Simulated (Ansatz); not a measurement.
The same path of CH8BFGeSi (13 atoms, charge 0, multiplicity 1) was run 3 times with different band settings. The coordinate that changes most is the dihedral F4–Si3–Ge5–H11.

Theory: RKS B3LYP-D4/def2-SVP (Ansatz 0.2.0).

Relaxed end points:

```xyz
13
Properties=species:S:1:pos:R:3
B -0.282 2.037 -0.154
C -1.215 0.846 0.167
Si -0.553 -0.773 -0.555
F -1.659 -1.929 -0.207
Ge 1.520 -1.424 0.439
H 0.638 2.314 0.579
H -0.415 2.672 -1.173
H -2.218 0.937 -0.287
H -1.304 0.638 1.247
H -0.455 -0.687 -2.040
H 1.946 -2.836 -0.011
H 2.622 -0.421 0.032
H 1.395 -1.410 1.977
```

```xyz
13
Properties=species:S:1:pos:R:3
B -0.844 1.720 0.699
C -1.433 0.358 0.263
Si -0.278 -0.553 -0.927
F -0.997 -1.980 -1.285
Ge 1.845 -1.026 0.064
H -0.095 1.791 1.644
H -1.074 2.726 0.072
H -2.381 0.441 -0.297
H -1.549 -0.351 1.102
H -0.139 0.199 -2.206
H 1.656 -1.724 1.427
H 2.704 -1.933 -0.840
H 2.606 0.297 0.299
```

Common settings: movable images 9; climbing image yes; spring 5.0 eV/Å²; start path IDPP; force threshold 0.03 eV/Å; end points relaxed.

| run | optimiser | iteration limit | largest step |
| --- | --- | --- | --- |
| 1 | quadratic models (default) | 60 | default |
| 2 | quadratic models (default) | 10 | default |
| 3 | fire | 60 | 0.02 Å |

(1) What does each run give, and how far can it be trusted?

Results:

(1) Run 1: converged after 5 iterations, highest image 0.040 eV above the first end. A vibrational analysis at the climbing image gives one clearly imaginary mode, 85i cm⁻¹: a first-order saddle point.
Run 2: converged after 5 iterations, highest image 0.040 eV above the first end. Another band between the same ends (9 images) ends at a top of the same energy, where a vibrational analysis finds 1 clearly imaginary mode.
Run 3: converged after 17 iterations, highest image 0.040 eV above the first end. Another band between the same ends (9 images) ends at a top of the same energy, where a vibrational analysis finds 1 clearly imaginary mode.
